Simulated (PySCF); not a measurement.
Br₂FGeH₂N. Atoms are numbered in the order given.

```xyz
7

N      2.1810    -0.3743     0.5417
Ge     0.3698    -0.1902     0.4418
F     -0.2814    -0.6259     2.0021
Br    -0.1184     2.0166     0.0206
Br    -0.7306    -1.5739    -1.0559
H      2.4885    -1.3509     0.4506
H      2.6617     0.1944    -0.1660
```
Charge 0, spin multiplicity 1.

The structure is a stationary point at PBE-D3(BJ)/def2-SVP. The values are those of a single conformer.

Level of theory: TDA-PBE/def2-SVPD (PySCF).

Vertical excitations. Gas-phase values at a fixed geometry.

```csv
state,energy (eV),λ (nm),f,main pairs
S1,4.48,277,0.024,HOMO→LUMO 96 %
S2,4.77,260,0.015,HOMO−1→LUMO 91 %
S3,4.97,250,0.025,HOMO−2→LUMO 89 %
S4,5.22,238,0.007,"HOMO−3→LUMO 74 %, HOMO−4→LUMO 24 %"
S5,5.30,234,0.028,"HOMO−4→LUMO 73 %, HOMO−3→LUMO 23 %"
S6,6.45,192,0.009,HOMO→LUMO+1 85 %
S7,6.62,187,0.080,"HOMO−5→LUMO 55 %, HOMO−1→LUMO+1 16 %, HOMO→LUMO+1 10 %"
S8,6.66,186,0.006,"HOMO→LUMO+2 54 %, HOMO−6→LUMO 40 %"
S9,6.72,185,0.012,"HOMO→LUMO+2 37 %, HOMO−6→LUMO 37 %, HOMO→LUMO+3 11 %, HOMO−1→LUMO+1 7 %"
S10,6.80,182,0.014,HOMO−1→LUMO+1 68 %
T1,4.04,307,0,HOMO→LUMO 99 %
T2,4.35,285,0,HOMO−1→LUMO 99 %
T3,4.56,272,0,HOMO−2→LUMO 99 %
T4,4.84,256,0,HOMO−3→LUMO 95 %
```
Triplets are in the Tamm–Dancoff approximation.
